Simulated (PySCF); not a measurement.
## Radial density of B (boron, neutral)

UHF, [He] 2s2 3s1, 2S determinant (an excited configuration). Calculation: PySCF 2.14, in aug-cc-pV5Z (7s6p5d4f3g2h, 127 functions); no relativity, point nucleus.

```json
{"r (bohr)": "0.00490", "4πr²ρ (e/bohr)": "0.02093", "4πr²(ρα − ρβ)": "0.0001"}
{"r (bohr)": "0.00825", "4πr²ρ (e/bohr)": "0.05729", "4πr²(ρα − ρβ)": "0.0002"}
{"r (bohr)": "0.0139", "4πr²ρ (e/bohr)": "0.1532", "4πr²(ρα − ρβ)": "0.0004"}
{"r (bohr)": "0.0233", "4πr²ρ (e/bohr)": "0.3945", "4πr²(ρα − ρβ)": "0.0011"}
{"r (bohr)": "0.0393", "4πr²ρ (e/bohr)": "0.9528", "4πr²(ρα − ρβ)": "0.0025"}
{"r (bohr)": "0.0660", "4πr²ρ (e/bohr)": "2.068", "4πr²(ρα − ρβ)": "0.0053"}
{"r (bohr)": "0.111", "4πr²ρ (e/bohr)": "3.762", "4πr²(ρα − ρβ)": "0.0091"}
{"r (bohr)": "0.187", "4πr²ρ (e/bohr)": "5.103", "4πr²(ρα − ρβ)": "0.0103"}
{"r (bohr)": "0.314", "4πr²ρ (e/bohr)": "4.267", "4πr²(ρα − ρβ)": "0.0039"}
{"r (bohr)": "0.529", "4πr²ρ (e/bohr)": "1.679", "4πr²(ρα − ρβ)": "0.0010"}
{"r (bohr)": "0.889", "4πr²ρ (e/bohr)": "0.8294", "4πr²(ρα − ρβ)": "0.0295"}
{"r (bohr)": "1.50", "4πr²ρ (e/bohr)": "1.228", "4πr²(ρα − ρβ)": "0.0342"}
{"r (bohr)": "2.52", "4πr²ρ (e/bohr)": "0.5061", "4πr²(ρα − ρβ)": "-0.0029"}
{"r (bohr)": "4.23", "4πr²ρ (e/bohr)": "0.1724", "4πr²(ρα − ρβ)": "0.1412"}
{"r (bohr)": "7.12", "4πr²ρ (e/bohr)": "0.1702", "4πr²(ρα − ρβ)": "0.1701"}
{"r (bohr)": "12.0", "4πr²ρ (e/bohr)": "0.004584", "4πr²(ρα − ρβ)": "0.0046"}
```

The outer electron is Rydberg-like, and this basis confines it to a smaller radius and binds it less than a complete one would.

Q: Where is the radial spin density 4πr²(ρα − ρβ) most negative, and why is it negative at all?

A: Around r = 2.52 bohr, down to -0.0029 e/bohr: exchange with the open shell polarises the paired shells in an unrestricted calculation.
